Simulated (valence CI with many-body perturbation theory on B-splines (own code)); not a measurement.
## Which ion has this spectrum?

A relativistic CI+MBPT calculation for an atom or ion with 24 electrons gives these levels (cm⁻¹):

```tsv
J	Parity	E	g
4	even	0	1.24
2	even	63711	1.26
0	even	212880	
3	even	544614	1.34
4	even	555249	1.18
1	even	584914	1.27
6	even	618694	1.10
5	even	619560	1.12
2	even	676581	0.98
3	even	688539	1.06
0	even	763802	
4	even	801107	1.05
2	even	808273	1.11
1	even	808477	1.21
```

The energies are calculated, and their last digits are not significant.

Q: Which is it?
A. Re51+
B. Hf48+
C. Ta49+
D. W50+

A: A. Re51+, ground level (3d3/2^4 3d5/2^2) J=4.
